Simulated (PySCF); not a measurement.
## Spin-rotation constants: `C[Si]1(C)OC(=O)C(=O)O1`, C₄H₆O₄Si

Molfile (atoms numbered from 1):
```
C4H6O4Si
     RDKit          3D

 15 15  0  0  0  0  0  0  0  0999 V2000
   -1.3317   -1.3476   -0.8534 C   0  0  0  0  0  0  0  0  0  0  0  0
   -0.3327    0.0220   -0.0199 Si  0  0  0  0  0  4  0  0  0  0  0  0
   -1.2278    1.5292    0.6838 C   0  0  0  0  0  0  0  0  0  0  0  0
    0.7010   -0.6292    1.1238 O   0  0  0  0  0  0  0  0  0  0  0  0
    1.9908   -0.5059    0.8115 C   0  0  0  0  0  0  0  0  0  0  0  0
    2.8897   -0.8975    1.4873 O   0  0  0  0  0  0  0  0  0  0  0  0
    2.1279    0.2153   -0.5451 C   0  0  0  0  0  0  0  0  0  0  0  0
    3.1509    0.4727   -1.0979 O   0  0  0  0  0  0  0  0  0  0  0  0
    0.9181    0.5136   -1.0171 O   0  0  0  0  0  0  0  0  0  0  0  0
   -2.0488   -1.7747   -0.1600 H   0  0  0  0  0  0  0  0  0  0  0  0
   -1.8871   -0.9549   -1.6989 H   0  0  0  0  0  0  0  0  0  0  0  0
   -0.6973   -2.1539   -1.2162 H   0  0  0  0  0  0  0  0  0  0  0  0
   -0.5386    2.2414    1.1334 H   0  0  0  0  0  0  0  0  0  0  0  0
   -1.9424    1.2320    1.4443 H   0  0  0  0  0  0  0  0  0  0  0  0
   -1.7764    2.0455   -0.0974 H   0  0  0  0  0  0  0  0  0  0  0  0
  1  2  1  0
  2  3  1  0
  2  4  1  0
  4  5  1  0
  5  6  2  0
  5  7  1  0
  7  8  2  0
  7  9  1  0
  9  2  1  0
  1 10  1  0
  1 11  1  0
  1 12  1  0
  3 13  1  0
  3 14  1  0
  3 15  1  0
M  END
```

The calculation used GIAO B3LYP/pcSseg-1 magnetisability, rotational g tensor and spin-rotation constants, non-relativistic, gas phase (PySCF). Geometry: GFN2-xTB.

Q: Give the nuclear spin-rotation constants along the inertial axes (H = +C I·J) beside the isotropic shieldings.

A: Rotational constants 2.2767, 1.0976, 0.9984 GHz. A star marks the isotopologue with that one atom substituted, in its own axes.
```csv
atom,isotope,Caa (kHz),Cbb (kHz),Ccc (kHz),mean (kHz),σ (ppm)
H10,1H,-0.162,-0.049,-0.112,-0.107,31.3
H11,1H,-0.163,-0.048,-0.112,-0.108,31.3
H12,1H,-0.167,-0.144,-0.022,-0.111,31.2
H13,1H,-0.167,-0.144,-0.022,-0.111,31.2
H14,1H,-0.162,-0.049,-0.112,-0.107,31.3
H15,1H,-0.164,-0.048,-0.112,-0.108,31.3
C1,13C*,0.289,0.139,0.114,0.181,180.5
Si2,29Si*,-1.753,-0.766,-0.551,-1.023,315.7
O4,17O*,-0.576,-0.361,-0.121,-0.352,111.2
C5,13C*,0.813,0.483,0.279,0.525,23.9
O6,17O*,-1.537,-0.639,-0.051,-0.742,-136.9
```
For the geometry as given, no vibrational averaging.
